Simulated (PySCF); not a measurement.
## Electron correlation in Tc(32+) (technetium, charge +32)

[Ne] 3s1, 2S determinant. All numbers are calculated (PySCF 2.14, scalar relativity by spin-free X2C-1e, in an even-tempered Gaussian basis (18 s from 4.7 bohr⁻², ratio 2.5; 11 p from 6.1 bohr⁻², ratio 2.5; 4 d from 23 bohr⁻², ratio 2.7; 4 f from 34 bohr⁻², ratio 2.7)). Frozen: 1s2; 9 electrons correlated; the 19 highest virtual orbitals of each spin left out.

MP2 pair energies summed by pair of shells (mhartree):

```
 pair   energy  share (%)
2p-2p  -216.06       66.3
2s-2p   -65.39       20.1
2p-3s   -28.36        8.7
2s-2s   -11.26        3.5
2s-3s    -4.77        1.5
```

Total MP2 correlation energy: -325.84 mhartree.

At this charge the one-electron X2C treatment keeps the bare 1/r₁₂, with no two-electron picture change or Breit term. The effect here is smaller than on the frozen 1s shell; and a scalar Hamiltonian misses the large spin-orbit splitting of the p shells, which matters for ns² → np² pairs.
